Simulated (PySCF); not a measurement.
Spectra and structures to be paired. Level of theory: PySCF, TDDFT PBE0/def2-SVPD, vertical, gas phase, core orbitals frozen in the response. Geometries: GFN2-xTB; one conformer of each isolated species. Triplets are in the Tamm–Dancoff approximation.

A. `C[Si@](N)([SiH3])O[SiH3]`
B. `N#CC1=COC(F)=C1`
C. `CO[C@@H]1C[C@@H]1C#CC=O`
D. `[H]/N=C(\C#C)C#N`
E. `C=Cc1occc1Cl`

Lowest singlet levels (six at most, fewer where fewer were computed) with oscillator strengths:

1. 3.82 eV (f 0.000); 4.65 eV (f 0.005); 4.89 eV (f 0.278); 5.95 eV (f 0.041); 6.22 eV (f 0.002); 6.57 eV (f 0.003); T1 3.22 eV
2. 5.62 eV (f 0.087); 6.42 eV (f 0.001); 6.51 eV (f 0.031); 6.81 eV (f 0.000); 6.91 eV (f 0.000); 7.10 eV (f 0.373); T1 3.63 eV
3. 4.19 eV (f 0.002); 5.04 eV (f 0.000); 5.45 eV (f 0.118); 5.98 eV (f 0.000); 6.32 eV (f 0.117); 6.57 eV (f 0.001); T1 3.41 eV
4. 6.04 eV (f 0.033); 6.19 eV (f 0.056); 6.46 eV (f 0.046); 7.13 eV (f 0.011); 7.24 eV (f 0.071); 7.32 eV (f 0.006); T1 5.51 eV
5. 4.77 eV (f 0.440); 5.79 eV (f 0.016); 5.81 eV (f 0.002); 6.15 eV (f 0.023); 6.37 eV (f 0.133); 6.63 eV (f 0.000); T1 2.82 eV

**Question.** Which spectrum belongs to which structure?

**Answer.** 1 = C, 2 = B, 3 = D, 4 = A, 5 = E.
- A: S1 at 6.04 eV, HOMO→LUMO (89%); Löwdin shares by element: HOMO nitrogen 38%, silicon 33% or more, carbon 8% (atoms not listed hold the other 22%); LUMO silicon 48%, hydrogen 7% or more (atoms not listed hold the other 45%); HOMO -7.14 and LUMO 0.03 eV.
- B: S1 at 5.62 eV, HOMO→LUMO (92%); Löwdin shares by element: HOMO carbon 73% or more (atoms not listed hold the other 27%); LUMO carbon 45% or more, nitrogen 15%, oxygen 14% (atoms not listed hold the other 26%); HOMO -7.58 and LUMO -1.36 eV; point group Cs, 2 of its 6 listed states under f = 0.0005.
- C: S1 at 3.82 eV, HOMO-1→LUMO (98%); Löwdin shares by element: HOMO carbon 43% or more, oxygen 22% or more (atoms not listed hold the other 36%); LUMO carbon 59% or more, oxygen 26% or more; HOMO -7.45 and LUMO -1.79 eV.
- D: S1 at 4.19 eV, HOMO→LUMO (97%); Löwdin shares by element: HOMO nitrogen 48% or more, carbon 41% or more; LUMO nitrogen 43%, carbon 36% or more (atoms not listed hold the other 21%); HOMO -8.90 and LUMO -2.87 eV; point group Cs, 2 of its 6 listed states under f = 0.0005.
- E: S1 at 4.77 eV, HOMO→LUMO (98%); Löwdin shares by element: HOMO carbon 66% or more (atoms not listed hold the other 34%); LUMO carbon 63% or more (atoms not listed hold the other 37%); HOMO -6.33 and LUMO -1.21 eV; point group Cs, 1 of its 6 listed states under f = 0.0005.
